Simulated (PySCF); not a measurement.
O2S2, SMILES O=S(=O)=S.

Geometry: B3LYP-D3(BJ)/def2-SVP.

Two levels are set side by side: PBE/def2-TZVPD (PySCF) and B3LYP/def2-TZVPD (PySCF). Same geometry, gas phase. Differences are taken from unrounded values.

| quantity | PBE |
|---|---|
| orbital gap (eV) | 2.87 |
| highest occupied level (eV) | -7.16 |
| lowest empty level (eV) | -4.29 |
| dipole moment (D) | 1.30 |
| mean polarisability (bohr³) | 49.8 |

Question: These are the PBE values. What does B3LYP give? (Estimate from the structure and the level; the computed values follow.)

Answer: 
```csv
quantity,B3LYP,PBE minus B3LYP
orbital gap (eV),4.52,-1.65
highest occupied level (eV),-8.28,1.12
lowest empty level (eV),-3.76,-0.53
dipole moment (D),1.50,-0.21
mean polarisability (bohr³),48.9,0.9
```

PBE's occupied levels lie high since its potential decays too fast outside the molecule; exact exchange lowers them and widens the gap. Differences between two approximate levels are no errors against the true value.

Rough cost on one machine, each run with all the roots and properties that it gave: B3LYP against PBE within a factor of 2.
